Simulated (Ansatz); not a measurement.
C2H7ClOSi, SMILES `CO[SiH](C)Cl`. Total charge 0; spin multiplicity 1. The structure was optimised at the PBE0-D4/def2-TZVP level. It is one conformer, not always the lowest.

```xyz
12

C     1.214   -0.691   -1.292
O     1.046   -0.781    0.105
Si   -0.326   -0.438    0.915
C    -0.872    1.321    0.710
Cl   -1.854   -1.648    0.225
H     0.513   -1.347   -1.818
H     1.073    0.335   -1.649
H     2.232   -1.003   -1.531
H    -0.061   -0.804    2.321
H    -1.099    1.545   -0.335
H    -0.091    2.004    1.052
H    -1.775    1.507    1.296
```

What is the dipole moment at r2SCAN/def2-TZVPP? (An estimate is asked.)

Ansatz gave: 2.03 D, with components (0.64, 1.76, -0.79) D in this frame, pointing from negative to positive charge.

And with PBE, B3LYP, ωB97M-V? (Estimate.)

Ansatz gave: PBE 1.97 D, B3LYP 2.01 D, ωB97M-V 2.02 D.

Give the Mulliken charges with r2SCAN, B3LYP, ωB97M-V in def2-TZVPP. (Estimate.)

Ansatz gave: 
```json
{"atom": "C1", "r2SCAN": "0.00", "B3LYP": "-0.13", "ωB97M-V": "-0.18"}
{"atom": "O2", "r2SCAN": "-0.38", "B3LYP": "-0.38", "ωB97M-V": "-0.36"}
{"atom": "Si3", "r2SCAN": "0.64", "B3LYP": "0.62", "ωB97M-V": "0.54"}
{"atom": "C4", "r2SCAN": "-0.32", "B3LYP": "-0.39", "ωB97M-V": "-0.45"}
{"atom": "Cl5", "r2SCAN": "-0.29", "B3LYP": "-0.28", "ωB97M-V": "-0.24"}
{"atom": "H6", "r2SCAN": "0.07", "B3LYP": "0.11", "ωB97M-V": "0.12"}
{"atom": "H7", "r2SCAN": "0.05", "B3LYP": "0.09", "ωB97M-V": "0.11"}
{"atom": "H8", "r2SCAN": "0.07", "B3LYP": "0.12", "ωB97M-V": "0.13"}
{"atom": "H9", "r2SCAN": "-0.09", "B3LYP": "-0.08", "ωB97M-V": "-0.03"}
{"atom": "H10", "r2SCAN": "0.08", "B3LYP": "0.10", "ωB97M-V": "0.12"}
{"atom": "H11", "r2SCAN": "0.09", "B3LYP": "0.11", "ωB97M-V": "0.13"}
{"atom": "H12", "r2SCAN": "0.09", "B3LYP": "0.11", "ωB97M-V": "0.13"}
```

B3LYP here is the variant with VWN-RPA as its local correlation; programs differ in this.
